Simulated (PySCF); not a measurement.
Computed with PBE-D3(BJ)/def2-TZVP // B3LYP-D3(BJ)/def2-TZVP in PySCF. Isolated molecules, 0 K electronic values unless said otherwise. One relaxed conformer stands for a flexible species; it need not be the lowest. 

Reference species (SMILES): `O=C[SiH3]` (neutral, multiplicity 1).

The HOMO comes out as -5.68 eV.

Changed species: `OC=[SiH2]` (H–O–C–Si torsion 15°).

**Question.** What does the change do to the HOMO?

**Answer.** the HOMO rises by 0.79 eV, to -4.89 eV.
